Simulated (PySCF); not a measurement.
Molecule: SMILES ClCC1=C[C@@H]2[C@@H]3[C@H]1[C@H]23, C7H7Cl.

Bonds (- single, = double, # triple, : aromatic): Cl1-C2, C2-C3, C3=C4, C4-C5, C5-C6, C6-C7, C7-C8, C7-C3, C8-C5, C8-C6. C2 carries H9, H10; C4 carries H11; C5 carries H12; C6 carries H13; C7 carries H14; C8 carries H15. Stereochemistry as in ClCC1=C[C@@H]2[C@@H]3[C@H]1[C@H]23.

Frames of a GFN2-xTB Langevin trajectory at 200 K; GIAO PBE0/pcSseg-1 shieldings in PySCF 2.14, gas phase, non-relativistic; equivalent atoms averaged within each frame.

Chemical shifts δ = σref − σ; 35Cl (σ = 949.78 ppm) against HCl; 13C (σ = 186.93 ppm), 1H (σ = 31.72 ppm) vs TMS, all at this level. The references are static minima.

How do the shifts (ppm) fluctuate along the trajectory?

Results:


```tsv
time (fs)	Cl1	C3	C4	C6/C8	C2	C7	C5	H11	H13/H15	H9/H10
250	133	154.2	138.2	53.3	45.0	42.2	39.7	6.48	4.35	4.15
425	168	152.0	152.5	59.7	44.7	41.7	38.5	6.62	4.96	4.12
625	173	153.9	140.6	51.5	47.4	42.7	38.8	5.81	4.28	4.07
800	148	166.7	145.6	50.6	50.4	45.9	41.5	6.68	3.84	4.78
1000	111	151.4	135.3	62.9	43.5	36.2	38.6	6.03	4.90	4.18
mean of frames	147	155.7	142.4	55.6	46.2	41.8	39.4	6.32	4.46	4.26
standard deviation	25	6.3	6.8	5.4	2.8	3.5	1.3	0.38	0.47	0.29
```

5 frames give an uncertainty of the mean of about the standard deviation over 2.2 at best, since frames this close in time may not be independent; classical motion lacks zero-point vibration, and the reference would need the same averaging.
